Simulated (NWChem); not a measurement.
System: C3H7FSi; SMILES C(=C\C)/[SiH2]F

The following NWChem deck was run.

```
start job
memory heap 200 mb stack 900 mb global 1100 mb
geometry units angstroms noautosym nocenter noautoz
  C      0.294636     2.936538     0.069872
  C     -0.246739     1.542737     0.200299
  C      0.308771     0.429226    -0.307439
  Si    -0.480511    -1.234005    -0.105645
  F      0.411272    -2.197124     0.846829
  H      1.227052     2.958104    -0.503018
  H      0.485133     3.373421     1.059488
  H     -0.432825     3.593494    -0.425842
  H     -1.178810     1.457904     0.763934
  H      1.242406     0.531311    -0.865456
  H     -0.619173    -1.936261    -1.409375
  H     -1.813067    -1.049533     0.528889
end
basis spherical
  * library 6-311g**
end
dft
  xc xpbe96 cpbe96
  iterations 150
end
property
  shielding
end
task dft property
```

Parts of the log:

```
             Northwest Computational Chemistry Package (NWChem) 7.3.0
             --------------------------------------------------------

                             Geometry "geometry" -> ""
                             -------------------------

 Output coordinates in angstroms (scale by  1.889725989 to convert to a.u.)

  No.       Tag          Charge          X              Y              Z
 ---- ---------------- ---------- -------------- -------------- --------------
    1 C                    6.0000     0.29463600     2.93653800     0.06987200
    2 C                    6.0000    -0.24673900     1.54273700     0.20029900
    3 C                    6.0000     0.30877100     0.42922600    -0.30743900
    4 Si                  14.0000    -0.48051100    -1.23400500    -0.10564500
    5 F                    9.0000     0.41127200    -2.19712400     0.84682900
    6 H                    1.0000     1.22705200     2.95810400    -0.50301800
    7 H                    1.0000     0.48513300     3.37342100     1.05948800
    8 H                    1.0000    -0.43282500     3.59349400    -0.42584200
    9 H                    1.0000    -1.17881000     1.45790400     0.76393400
   10 H                    1.0000     1.24240600     0.53131100    -0.86545600
   11 H                    1.0000    -0.61917300    -1.93626100    -1.40937500
   12 H                    1.0000    -1.81306700    -1.04953300     0.52888900

 Effective nuclear repulsion energy (a.u.)     214.5136920595

  pbe96 is a nonlocal functional; adding pw91lda local functional.
                              NWChem Property Module
                              ----------------------

  itol2e modified to match energy
  convergence criterion.

                                 NWChem DFT Module
                                 -----------------

 Summary of "ao basis" -> "ao basis" (spherical)
 ------------------------------------------------------------------------------
       Tag                 Description            Shells   Functions and Types
 ---------------- ------------------------------  ------  ---------------------
 C                          6-311g**                 8       18   4s3p1d
 Si                         6-311g**                12       26   6s5p1d
 F                          6-311g**                 8       18   4s3p1d
 H                          6-311g**                 4        6   3s1p

  itol2e modified to match energy
  convergence criterion.

            General Information
            -------------------
          SCF calculation type: DFT
          Wavefunction type:  closed shell.
          No. of atoms     :    12
          No. of electrons :    48
           Alpha electrons :    24
            Beta electrons :    24
          Charge           :     0
          Spin multiplicity:     1
          Use of symmetry is: off; symmetry adaption is: off
          Maximum number of iterations: 150
          AO basis - number of functions:   140
                     number of shells:    72
          Convergence on energy requested:  1.00D-07
          Convergence on density requested:  1.00D-05
          Convergence on gradient requested:  5.00D-04

              XC Information
              --------------
          PerdewBurkeErnzerhof Exchange Functional  1.000
            Perdew 1991 LDA Correlation Functional  1.000 local
           PerdewBurkeErnz. Correlation Functional  1.000 non-local

             Grid Information
             ----------------
          Grid used for XC integration:  fine
          Radial quadrature: Mura-Knowles
          Angular quadrature: Lebedev.
          Tag              B.-S. Rad. Rad. Pts. Rad. Cut. Ang. Pts.
          ---              ---------- --------- --------- ---------
          C                   0.70       70          13.0       590
          Si                  1.10      123          13.0       770
          F                   0.50       70          14.0       590
          H                   0.35       60          14.0       590
          Grid pruning is: on
          Number of quadrature shells:   823
          Spatial weights used:  Erf1

      Superposition of Atomic Density Guess
      -------------------------------------

 Sum of atomic energies:        -504.74619306

      Non-variational initial energy
      ------------------------------

 Total energy =    -507.165977
 1-e energy   =   -1120.489984
 2-e energy   =     398.810314
 HOMO         =      -0.325647
 LUMO         =      -0.021737

   convergence    iter        energy       DeltaE   RMS-Dens  Diis-err
 ---------------- ----- ----------------- --------- --------- ---------
 d= 0,ls=0.0,diis     1   -507.4679881995 -7.22D+02  9.76D-03  1.37D+00
 d= 0,ls=0.0,diis     2   -507.3635691824  1.04D-01  7.69D-03  2.23D+00
 d= 0,ls=0.0,diis     3   -507.5267141788 -1.63D-01  2.14D-03  3.65D-01
 d= 0,ls=0.0,diis     4   -507.5522998607 -2.56D-02  8.96D-04  1.73D-02
 d= 0,ls=0.0,diis     5   -507.5530373878 -7.38D-04  4.21D-04  1.17D-02
  Resetting Diis
 d= 0,ls=0.0,diis     6   -507.5545898186 -1.55D-03  1.18D-04  5.98D-04
 d= 0,ls=0.0,diis     7   -507.5546565602 -6.67D-05  7.65D-05  3.86D-05
 d= 0,ls=0.0,diis     8   -507.5546462248  1.03D-05  4.88D-05  1.25D-04
 d= 0,ls=0.0,diis     9   -507.5546614209 -1.52D-05  6.39D-06  2.47D-06
 d= 0,ls=0.0,diis    10   -507.5546616519 -2.31D-07  2.36D-06  2.20D-07
 d= 0,ls=0.0,diis    11   -507.5546616796 -2.77D-08  6.66D-07  2.79D-08

         Total DFT energy =     -507.554661679583
      One electron energy =    -1125.235270875526
           Coulomb energy =      453.066151729657
    Exchange-Corr. energy =      -49.899234593239
 Nuclear repulsion energy =      214.513692059525

 Numeric. integr. density =       48.000006431218

                       DFT Final Molecular Orbital Analysis
                       ------------------------------------

 Vector   22  Occ=2.000000D+00  E=-2.895125D-01
              MO Center= -7.4D-01, -1.4D+00, -2.7D-02, r^2= 2.8D+00
   Bfn.  Coefficient  Atom+Function         Bfn.  Coefficient  Atom+Function
  ----- ------------  ---------------      ----- ------------  ---------------
   136      0.248834  12 H  s               137      0.239457  12 H  s
   131     -0.222954  11 H  s               130     -0.205082  11 H  s
    93     -0.182121   5 F  pz               89     -0.174876   5 F  pz
    72      0.161270   4 Si pz              135      0.141549  12 H  s
    85     -0.125221   5 F  pz               91      0.122213   5 F  px

[...]

          -----------------------------------------
          Chemical Shielding Tensors (GIAO, in ppm)
          -----------------------------------------

                                NWChem CPHF Module
                                ------------------

  scftype          =     RHF
  nclosed          =       24
  nopen            =        0
  variables        =     2784
  # of vectors     =        3
  tolerance        = 0.10D-03
  level shift      = 0.00D+00
  max iterations   =       50
  max subspace     =       30

 SCF residual:    3.5718467767678628E-005

Iterative solution of linear equations
  No. of variables     2784
  No. of equations        3
  Maximum subspace       30
        Iterations       50
       Convergence  1.0D-04

   iter   nsub   residual    time
   ----  ------  --------  ---------
     1      3    1.12D-05      83.7

      Atom:    1  C
        Diamagnetic
    244.2036      4.7432     -0.5278
      4.7432    256.7476     -0.8489
     -0.5278     -0.8489    242.3439

        Paramagnetic
    -92.1255     11.3149     -0.6279
     11.3149    -80.9354     -4.7354
     -0.6279     -4.7354    -96.1476

        Total Shielding Tensor
    152.0781     16.0581     -1.1557
     16.0581    175.8122     -5.5843
     -1.1557     -5.5843    146.1963

           isotropic =     158.0289
          anisotropy =      40.0081

          Principal Components and Axis System
                 1           2           3
              184.7009    146.3263    143.0593

      1         0.4412      0.5285      0.7253
      2         0.8861     -0.1289     -0.4451
      3        -0.1418      0.8391     -0.5252

      Atom:    2  C
        Diamagnetic
    248.9520      0.7034     -7.3526
      0.7034    270.2388      5.3085
     -7.3526      5.3085    242.2911

        Paramagnetic
   -266.7253    -48.2436    102.8703
    -48.2436   -267.9991     -2.1481
    102.8703     -2.1481   -149.5144

        Total Shielding Tensor
    -17.7732    -47.5402     95.5178
    -47.5402      2.2398      3.1604
     95.5178      3.1604     92.7767

           isotropic =      25.7477
          anisotropy =     187.8788

          Principal Components and Axis System
                 1           2           3
              151.0003    -92.5323     18.7752

      1         0.5183      0.8047     -0.2895
      2        -0.1478      0.4177      0.8965
      3         0.8423     -0.4219      0.3354

      Atom:    3  C
        Diamagnetic
    255.2539      1.9941     -7.5624
      1.9941    272.2589      4.1337
     -7.5624      4.1337    247.2787

        Paramagnetic
   -237.6756    -40.4636     93.3332
    -40.4636   -229.0150     -1.3298
     93.3332     -1.3298   -144.3977

        Total Shielding Tensor
     17.5783    -38.4695     85.7709
    -38.4695     43.2439      2.8039
     85.7709      2.8039    102.8811

           isotropic =      54.5677
          anisotropy =     156.5488

          Principal Components and Axis System
                 1           2           3
              158.9336     53.2821    -48.5125

      1         0.5436     -0.2169      0.8108
      2        -0.1608      0.9212      0.3542
      3         0.8238      0.3229     -0.4659

      Atom:    4  Si
        Diamagnetic
    878.3398     -0.1301      1.7673
     -0.1301    884.3249     -2.7381
      1.7673     -2.7381    877.2872

        Paramagnetic
   -540.6968    -23.8410     17.7560
    -23.8410   -531.8624    -30.2326
     17.7560    -30.2326   -561.2671

        Total Shielding Tensor
    337.6430    -23.9711     19.5233
    -23.9711    352.4625    -32.9706
     19.5233    -32.9706    316.0202

           isotropic =     335.3752
          anisotropy =      81.7533

          Principal Components and Axis System
                 1           2           3
              389.8774    320.4057    295.8426

      1        -0.5066      0.8482     -0.1549
      2         0.7295      0.5174      0.4474
      3        -0.4596     -0.1136      0.8808

      Atom:    5  F
        Diamagnetic
    470.9282     -9.3697     10.3505
     -9.3697    475.6894    -11.7709
     10.3505    -11.7709    471.9397

        Paramagnetic
   -100.3077     26.9882    -14.6905
     26.9882    -67.4870      1.3936
    -14.6905      1.3936   -119.2683

        Total Shielding Tensor
    370.6205     17.6185     -4.3401
     17.6185    408.2024    -10.3773
     -4.3401    -10.3773    352.6714

           isotropic =     377.1648
          anisotropy =      59.9513

          Principal Components and Axis System
                 1           2           3
              417.1323    363.6563    350.7057

      1         0.3629      0.9285      0.0787
      2         0.9158     -0.3710      0.1537
      3        -0.1719     -0.0163      0.9850

      Atom:    6  H
        Diamagnetic
     33.9876      3.2756     -6.4750
      3.2756     28.5592     -1.1932
     -6.4750     -1.1932     26.5381

        Paramagnetic
     -2.6425     -1.8994      3.9168
     -1.8994      1.3117      0.7382
      3.9168      0.7382      1.8919

        Total Shielding Tensor
     31.3451      1.3763     -2.5582
      1.3763     29.8709     -0.4550
     -2.5582     -0.4550     28.4300

           isotropic =      29.8820
          anisotropy =       5.2825

          Principal Components and Axis System
                 1           2           3
               33.4037     29.3330     26.9093

      1         0.8104     -0.2650      0.5225
      2         0.3738      0.9206     -0.1130
      3        -0.4510      0.2868      0.8451

      Atom:    7  H
        Diamagnetic
     23.9449      2.5101      2.6247
      2.5101     30.3774      6.3974
      2.6247      6.3974     33.6883

        Paramagnetic
      3.1930     -1.0537     -1.6813
     -1.0537     -0.0122     -3.1069
     -1.6813     -3.1069     -2.4607

        Total Shielding Tensor
     27.1378      1.4564      0.9433
      1.4564     30.3652      3.2905
      0.9433      3.2905     31.2275

           isotropic =      29.5769
          anisotropy =       7.3780

          Principal Components and Axis System
                 1           2           3
               34.4955     27.7014     26.5337

      1         0.2222      0.4252      0.8774
      2         0.6543      0.6022     -0.4575
      3         0.7229     -0.6757      0.1444

      Atom:    8  H
        Diamagnetic
     28.3045     -5.1796      3.7545
     -5.1796     33.7872     -4.6315
      3.7545     -4.6315     25.8277

        Paramagnetic
      0.8309      2.7486     -2.3627
      2.7486     -1.6439      2.2202
     -2.3627      2.2202      1.8703

        Total Shielding Tensor
     29.1354     -2.4310      1.3918
     -2.4310     32.1433     -2.4113
      1.3918     -2.4113     27.6981

           isotropic =      29.6589
          anisotropy =       7.4385

          Principal Components and Axis System
                 1           2           3
               34.6179     27.7819     26.5769

      1        -0.4536      0.8662     -0.2098
      2         0.8093      0.4989      0.3100
      3        -0.3732      0.0292      0.9273

      Atom:    9  H
        Diamagnetic
     35.6335      0.5636     -8.4222
      0.5636     29.5136      0.7731
     -8.4222      0.7731     27.0297

        Paramagnetic
    -13.3072     -0.7872      9.0927
     -0.7872     -1.0049      0.2394
      9.0927      0.2394     -3.3661

        Total Shielding Tensor
     22.3263     -0.2236      0.6705
     -0.2236     28.5087      1.0125
      0.6705      1.0125     23.6636

           isotropic =      24.8329
          anisotropy =       5.8201

          Principal Components and Axis System
                 1           2           3
               28.7130     23.7951     21.9905

      1        -0.0139      0.4305      0.9025
      2         0.9807     -0.1700      0.0962
      3         0.1948      0.8864     -0.4199

      Atom:   10  H
        Diamagnetic
     36.6476      1.4065     -8.7668
      1.4065     28.9168     -0.0298
     -8.7668     -0.0298     27.6148

        Paramagnetic
    -13.4424     -1.9524     10.1067
     -1.9524     -0.8504      0.5856
     10.1067      0.5856     -2.6846

        Total Shielding Tensor
     23.2053     -0.5459      1.3399
     -0.5459     28.0665      0.5558
      1.3399      0.5558     24.9301

           isotropic =      25.4006
          anisotropy =       4.1752

          Principal Components and Axis System
                 1           2           3
               28.1841     25.6414     22.3764

      1        -0.0707      0.4950      0.8660
      2         0.9877     -0.0867      0.1302
      3         0.1396      0.8646     -0.4827

      Atom:   11  H
        Diamagnetic
     23.5344      1.3053      2.1250
      1.3053     28.4345      6.1038
      2.1250      6.1038     34.2737

        Paramagnetic
      0.2296     -0.9140     -0.7375
     -0.9140     -2.7831     -3.8776
     -0.7375     -3.8776     -5.4755

        Total Shielding Tensor
     23.7640      0.3913      1.3874
      0.3913     25.6514      2.2262
      1.3874      2.2262     28.7981

           isotropic =      26.0712
          anisotropy =       6.2810

          Principal Components and Axis System
                 1           2           3
               30.2585     24.5704     23.3846

      1         0.2129     -0.2391      0.9474
      2         0.4397      0.8893      0.1257
      3         0.8725     -0.3898     -0.2945

[...]
```

Level: PBE/6-311G** (spherical d), GIAO. Geometry: optimised at B3LYP/6-31G* (spherical d). The printed shielding anisotropy is the first printed principal value minus the mean of the other two.
